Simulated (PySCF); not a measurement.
Species: CH7NOSi2Te.
SMILES with atom numbers: `[O:1]=[CH:2][NH:3][SiH2:4][Te:5][SiH3:6]` (hydrogens: H7 on C2; H8 on N3; H9, H10 on Si4; H11, H12, H13 on Si6)

Computed by this run: PBE0-D3(BJ)/def2-SVP geometry optimisation, gas phase, def2 core potentials past Kr (PySCF 2.14.0); density fitting, grid level 1; the optimiser is geomeTRIC in internal coordinates, started from a GFN2-xTB structure with every atom displaced at random (about 0.01 Å).

The end geometry, which sets the zero of energy:
```
atom  x, y, z in Å
O1     -0.2620    1.2423   -0.9575
C2     -1.3592    1.2865   -0.4415
N3     -1.8879    0.2504    0.2559
Si4    -0.9277   -1.2346    0.4591
Te5     1.1552   -0.9426    1.7814
Si6     2.4157    0.0633   -0.1567
H7     -2.0112    2.1882   -0.5093
H8     -2.7809    0.3974    0.7144
H9     -1.8308   -2.1362    1.2287
H10    -0.6238   -1.7882   -0.8873
H11     2.3321    1.5466   -0.1660
H12     1.9522   -0.5526   -1.4293
H13     3.8342   -0.3374    0.0979
```

Question: These geometries come from the run, each turned onto the end geometry. Order them by energy, lowest first.
A.
```
atom  x, y, z in Å
O1     -0.2582    1.1440   -1.0464
C2     -1.3206    1.2552   -0.4720
N3     -1.8697    0.2720    0.2821
Si4    -0.9954   -1.2671    0.4601
Te5     1.1879   -1.1259    1.6432
Si6     2.4370    0.1062   -0.1625
H7     -1.9255    2.1896   -0.5288
H8     -2.7424    0.4661    0.7617
H9     -1.8758   -2.0856    1.3412
H10    -0.8486   -1.8992   -0.8808
H11     2.2259    1.5775   -0.0871
H12     2.1266   -0.4557   -1.5067
H13     3.8649   -0.1940    0.1856
```
B.
```
atom  x, y, z in Å
O1     -0.1401    0.8933   -1.0065
C2     -1.2240    1.1448   -0.4638
N3     -1.8483    0.2488    0.2953
Si4    -0.9776   -1.3107    0.4633
Te5     1.1859   -1.1833    1.5556
Si6     2.3791    0.1971   -0.1873
H7     -1.7233    2.1190   -0.5696
H8     -2.6797    0.5017    0.7455
H9     -1.9454   -1.9869    1.3775
H10    -1.0706   -1.8904   -0.8612
H11     2.1589    1.6140    0.0113
H12     2.1384   -0.2989   -1.5183
H13     3.7529   -0.0657    0.1479
```
C.
```
atom  x, y, z in Å
O1     -0.2385    1.1163   -1.0814
C2     -1.2945    1.2257   -0.4897
N3     -1.8366    0.2539    0.2715
Si4    -0.9811   -1.3085    0.4673
Te5     1.2029   -1.1892    1.5826
Si6     2.4309    0.1429   -0.1709
H7     -1.8901    2.1643   -0.5419
H8     -2.6992    0.4819    0.7533
H9     -1.9034   -2.0233    1.3981
H10    -1.0113   -1.9522   -0.8611
H11     2.2121    1.5894   -0.0020
H12     2.1757   -0.3737   -1.5248
H13     3.8390   -0.1445    0.1889
```
D.
```
atom  x, y, z in Å
O1     -0.2153    1.0506   -1.0290
C2     -1.2825    1.2297   -0.4732
N3     -1.8611    0.2684    0.2833
Si4    -1.0044   -1.2890    0.4659
Te5     1.1948   -1.1619    1.6046
Si6     2.4223    0.1434   -0.1720
H7     -1.8520    2.1841   -0.5604
H8     -2.7293    0.4899    0.7593
H9     -1.8965   -2.0684    1.3733
H10    -0.9471   -1.9327   -0.8760
H11     2.1927    1.6061   -0.0351
H12     2.1347   -0.3906   -1.5300
H13     3.8498   -0.1467    0.1790
```
E.
```
atom  x, y, z in Å
O1     -0.2742    1.1772   -1.0168
C2     -1.3481    1.2723   -0.4600
N3     -1.8706    0.2678    0.2885
Si4    -0.9551   -1.2469    0.4520
Te5     1.1649   -1.0342    1.7259
Si6     2.4207    0.0717   -0.1537
H7     -1.9698    2.1959   -0.5127
H8     -2.7486    0.4401    0.7662
H9     -1.8543   -2.1189    1.2591
H10    -0.7041   -1.8023   -0.9011
H11     2.2513    1.5463   -0.1583
H12     2.0484   -0.5385   -1.4563
H13     3.8455   -0.2474    0.1570
```

Answer: E (0.003 eV), A (0.011 eV), D (0.023 eV), C (0.056 eV), B (0.267 eV).

In the order of the answer:

```csv
step,E above end (eV),largest force (eV/Å),rms force component (eV/Å),rms distance from end (Å),rms bond change (Å),bond most changed (Å)
7,0.003,0.17,0.043,0.072,0.002,Te5–Si6 -0.005
5,0.011,0.22,0.056,0.145,0.002,Si6–H13 +0.004
3,0.023,0.21,0.062,0.197,0.003,N3–Si4 +0.007
1,0.056,0.76,0.180,0.215,0.012,Si4–Te5 -0.029
0,0.267,1.81,0.661,0.271,0.035,Si6–H13 -0.058
```

The cost below is that of the whole optimisation. The run took 2.2 min on an Arm Neoverse V1 with one thread, no GPU, shared host with 32 logical CPUs at a one-minute load of 9.6, and the process peaked at 0.56 GiB of memory.
